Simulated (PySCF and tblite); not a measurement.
The numbers below are computed, except where a source is named.
System: C4H3NO2, numbered as in [N:1]#[C:2]/[C:3]([CH:4]=[O:5])=[CH:6]\[OH:7].

Motion: rotation about the C4–C3 bond (torsion O5–C4–C3–C2 from 180° to 360°, rising). GFN2-xTB gives an electronic barrier of 8.2 kcal/mol and a reaction energy of 2.0 kcal/mol.

Question: What does PBE/pcSseg-1 + D3(BJ) give on GFN2-xTB geometries?

Answer: A barrier of 12.6 kcal/mol, 4.3 above the tight-binding barrier (from unrounded values), a reaction energy of 0.8 kcal/mol and, with GFN2-xTB thermal terms, ΔG‡(298 K) = 12.4 kcal/mol and k = 1×10⁴ s⁻¹ (2 equivalent paths).

Programs: tblite and PySCF.
